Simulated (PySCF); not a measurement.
# `C=CB1OBOB(C)O1`: 4 charge schemes on one density

Compound: C3H7B3O3.
Structure used (PBE0-D3(BJ)/def2-SVP), in Å, numbered top down from 1:
```
atom  x, y, z in Å
C1    -3.3519    0.0408    0.3103
C2    -2.1921    0.6911    0.4764
B3    -0.8327    0.0178    0.1582
O4    -0.7909   -1.2773   -0.3199
B5     0.4040   -1.8803   -0.5947
O6     1.5710   -1.1948   -0.3979
B7     1.5675    0.1030    0.0737
C8     2.9010    0.8918    0.2635
O9     0.3515    0.6904    0.3466
H10   -4.3214    0.4986    0.5328
H11   -3.3668   -0.9901   -0.0598
H12   -2.2041    1.7216    0.8490
H13    0.4301   -3.0106   -1.0078
H14    2.8583    1.5621    1.1342
H15    3.0593    1.5352   -0.6199
H16    3.7711    0.2263    0.3453
```

Density: PBE0/pcSseg-1 (PySCF); schemes: Mulliken, IAO, Hirshfeld and ESP-fitted. The structure is a single PBE0-D3(BJ)/def2-SVP conformer in the gas phase; no vibrational or solvent corrections.

Question: Atoms with like bonding are taken together and averaged. For which atoms does the sign change between the 4 schemes (beyond +0.03 e in one, beyond −0.03 e in another)?

Answer: For none.

Question: At which atom do the 4 schemes differ most?

Answer: At B7: from +0.286 (Hirshfeld) to +1.127 e (ESP-fitted), 0.841 e apart.

Question: Which atoms carry the highest charge in the Mulliken, IAO, Hirshfeld and ESP-fitted schemes?

Answer: The schemes don't all agree: Mulliken B3 (+0.685); IAO B7 (+0.546); Hirshfeld B7 (+0.286); ESP-fitted B7 (+1.127).

Question: Tabulate the Mulliken, IAO, Hirshfeld and ESP-fitted charges.

Answer: In e; atoms taken as equivalent share a row and are averaged (×n: the atom named and its like, n in all):

```csv
atom,environment,Mulliken,IAO,Hirshfeld,ESP-fitted
C1,terminal =CH2 carbon,-0.157,-0.230,-0.060,-0.245
C2,alkene CH carbon,-0.405,-0.297,-0.129,-0.482
B3,three-coordinate boron,+0.685,+0.506,+0.264,+0.976
O4,boron-bound oxygen,-0.496,-0.435,-0.212,-0.674
B5,three-coordinate boron,+0.512,+0.413,+0.250,+0.766
O6,boron-bound oxygen,-0.486,-0.434,-0.219,-0.743
B7,three-coordinate boron,+0.574,+0.546,+0.286,+1.127
C8,sp3 carbon bound to boron,-0.528,-0.592,-0.198,-0.844
O9,boron-bound oxygen,-0.487,-0.431,-0.218,-0.807
H10,vinylic hydrogen,+0.129,+0.150,+0.052,+0.165
H11,vinylic hydrogen,+0.136,+0.154,+0.048,+0.148
H12,vinylic hydrogen,+0.123,+0.154,+0.045,+0.192
H13,B–H hydrogen,-0.037,+0.003,-0.053,-0.146
H14/H15/H16,methyl hydrogen,+0.145,+0.164,+0.048,+0.189
```

Mean size of the charges over all atoms: ESP-fitted 0.493 e, Mulliken 0.324 e, IAO 0.302 e, Hirshfeld 0.136 e. Each set sums to the total charge, 0, to within 0.001 e. The Mulliken scheme counts on each atom the diagonal of the density matrix times the overlap matrix over that atom's basis functions.

Question: How closely do the schemes follow one another over all atoms?

Answer: Correlation coefficient and root-mean-square difference: Hirshfeld with ESP-fitted 0.99, 0.433 e; Mulliken with Hirshfeld 0.99, 0.223 e; Mulliken with ESP-fitted 0.99, 0.222 e; Mulliken with IAO 0.99, 0.070 e; IAO with ESP-fitted 0.98, 0.262 e; IAO with Hirshfeld 0.98, 0.191 e.

Question: Sum the charges by element.

Answer: 
```tsv
element	atoms	Mulliken	IAO	Hirshfeld	ESP-fitted
C	3	-1.090	-1.119	-0.387	-1.571
B	3	+1.772	+1.466	+0.799	+2.870
O	3	-1.469	-1.300	-0.649	-2.224
H	7	+0.786	+0.953	+0.237	+0.925
```

Question: How many electrons does the Mulliken scheme count on B3?

Answer: Z − q = 5 − (+0.685) = 4.315.
